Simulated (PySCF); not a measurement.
**Telling isomers of C$_{4}$H$_{7}$FO$_{2}$ apart by NMR**

How the numbers were obtained: structure optimised with GFN2-xTB, PBE0/pcSseg-1 with gauge-including orbitals, couplings computed with B3LYP/pcJ-1 (spin–dipole term left out of most H,H and C,H couplings), in PySCF 2.14.0 with density-fitted response routines (no solvent model, non-relativistic Hamiltonian, one computed conformer, rapidly exchanging positions averaged).

Scale: ¹H, ¹³C against TMS (reference shieldings calculated alike). Multiplet labels drop J under 1 Hz and among equivalent protons, and merge close values. Unscaled 3J(H,H) run several per cent high. Splittings of carbon signals by F and P are missing where no couplings were computed. Where no couplings were computed, multiplicities follow the n + 1 count of equivalent neighbours, and m marks all less simple cases (inequivalent or close neighbours, rings, F or P nearby). Vicinal couplings that depend on rotamer populations or ring flexing (ring, CH–CH, X–H and H–F types) are those of the one conformer. One-bond C–F couplings are unscaled and too large by tens of Hz. Shifts are as computed. Against solution values, carbons near 30 ppm lie about +3 ppm off and those near 130 ppm about +5 ppm. Of 1309 compounds with measured shifts, 239 miss one by over three times the rms of a fit or turn the order of signals round; such compounds aren't used in these exercises.

(1) Tabulate the signals of `C=COCOCF`, `CO[C@H](C)C(=O)F`, `CO[C@@H]1C[C@@H](F)O1` and their relative energies.

(2) What is the quickest way to tell CO[C@H](C)C(=O)F from CO[C@@H]1C[C@@H](F)O1?

(3) What is the quickest way to tell C=COCOCF from CO[C@H](C)C(=O)F?

(4) What is the quickest way to tell C=COCOCF from CO[C@@H]1C[C@@H](F)O1?

Results:

(1) 
```json
{"SMILES": "C=COCOCF", "carbon types": "1×CH 3×CH2", "δC": "159.3, 101.3, 98.2, 92.8", "δH": "6.56 (dd, 1H), 5.68 (d, 2H), 5.22 (s, 2H), 4.92 (dd, 1H), 4.54 (dd, 1H)", "E rel. (kcal/mol)": "27.5"}
{"SMILES": "CO[C@H](C)C(=O)F", "carbon types": "1×C 1×CH 2×CH3", "δC": "171.5, 78.1, 59.4, 21.5", "δH": "3.87 (m, 1H), 3.67 (s, 3H), 1.59 (d, 3H)", "E rel. (kcal/mol)": "0.0"}
{"SMILES": "CO[C@@H]1C[C@@H](F)O1", "carbon types": "2×CH 1×CH2 1×CH3", "δC": "114.6, 105.9, 57.1, 41.9", "δH": "6.27 (m, 1H), 5.70 (m, 1H), 3.61 (s, 3H), 2.83 (m, 1H), 2.67 (m, 1H)", "E rel. (kcal/mol)": "20.8"}
```

Energies are electronic energies at PBE0/pcSseg-1 on these geometries, without zero-point or thermal terms, each for the one conformer computed, which needn't be the lowest.

(2) Both give the same number of carbon signals, but DEPT or the intensities differ. The first has a carbonyl carbon (C) at 171.5 ppm, the second an sp3 CH2 in a ring at 41.9 ppm. Their most deshielded carbons lie at 171.5 and 114.6 ppm. In the proton spectra the most deshielded non-exchanging signals are 3.87 (m, 1H) and 6.27 (m, 1H).

(3) Both give the same number of carbon signals, but DEPT or the intensities differ. The first has an alkene carbon bearing oxygen (CH) at 159.3 ppm, the second a carbonyl carbon (C) at 171.5 ppm. In the proton spectra the most deshielded non-exchanging signals are 6.56 (dd, J = 14.3, 7.5 Hz, 1H) and 3.87 (m, 1H).

(4) Both give the same number of carbon signals, but DEPT or the intensities differ. The first has an sp3 CH2 bonded to F and O at 101.3 ppm, the second a methyl carbon bonded to O (CH3) at 57.1 ppm. Their most deshielded carbons lie at 159.3 and 114.6 ppm.
